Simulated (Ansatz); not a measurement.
A made-up structure of SiH2BrO (charge +1), singlet:

```
5
angstrom
O -0.0719 -1.1478 0.3170
Si 0.2959 0.3483 0.0294
Br -0.9690 1.7037 -0.9637
H -2.1717 2.3576 -0.3263
H 1.6201 0.7322 0.5194
```

It is relaxed with PBE-D4/def2-SVP and then PBE0-D4/def2-TZVP (Ansatz 0.2.0). Atoms count as bonded within 1.22 times the sum of their covalent radii (H–H: 0.88 Å). The end point is not checked to be a true minimum.

**Question.** Does its bonding change? (A judgement: the text doesn't fix the answer.)

**Answer.** Computed: No: no bond forms or breaks.

Where it ends: The first stage lowers the energy by 1.48 eV in 8 steps. It ends as SiH₂BrO ([O][SiH][BrH]), total charge +1:
```
atom    x (Å)    y (Å)    z (Å)
  O1  -0.5771  -0.7904   0.4742
 Si2   0.3738   0.3255   0.1731
 Br3  -0.8212   2.2217  -0.6921
  H4  -2.0542   1.4804  -0.5671
  H5   1.7822   0.7569   0.1876
```

Labels in which every atom is bracketed show which atoms are joined, not bond orders.

For scale, one of the runs: PBE0-D4/def2-TZVP relaxation, 128 basis functions, launched by `ansatz run in.yaml --threads 2 --pin off --events-out ev --progress --plain --max-ram 4352MiB`. Hardware: 2 CPU threads of an Arm Neoverse V2, shared host. Wall time about 15 s.
